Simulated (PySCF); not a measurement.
Spinor energies of Ne+ (neon, charge +1)

Start: [He] 2s2 2p5; 2p1/2 filled at m_j = -1/2, +1/2; 2p3/2 filled at m_j = -1/2, +1/2, +3/2. Calculated with PySCF 2.14 in x2c-SVPall-2c with one added diffuse shell of s type (4s2p1d, 15 functions): generalised Hartree-Fock with the X2C-1e Hamiltonian and a Gaussian nucleus; one run each with spin-orbit coupling (SO) switched off, then screened by Boettger's factors. This is a chosen level, not necessarily the ground level.

| spinor shell | electrons | ε, spin-free (eV) | ε, screened SO (eV) | weight of nominal j (screened SO) | rms radius, screened SO (bohr) |
| --- | --- | --- | --- | --- | --- |
| 1s1/2 | 2 | -915.83 | -915.82 | 1.000 | 0.183 |
| 2s1/2 | 2 | -70.703 | -70.698 | 1.000 | 0.954 |
| 2p1/2 | 2 | -43.988 | -43.991 | 0.659 | 1.00 |
| 2p3/2 | 3 | -43.988 | -43.992 | 0.772 | 1.00 |

| quantity | spin-free | screened SO |
| --- | --- | --- |
| E (hartree) | -127.78272 | -127.78397 |
| M_J | 3/2 | 3/2 |
| ⟨J²⟩ | 3.753 | 3.753 |
| ⟨L²⟩ | 2.001 | 2.001 |
| ⟨S²⟩ | 0.751 | 0.751 |

Each row is a mean over spinors that exchange with the open shell spreads, by up to 6.099 eV (2s1/2).

Rows whose weight is well below 1 are mixtures of j = l ± 1/2: exchange outweighs spin-orbit coupling there, and the label is only the starting occupation.

Without spin-orbit coupling the j labels of p, d and f shells carry no meaning; the spin-free column gives the mean over the occupied spinors of each nl shell.
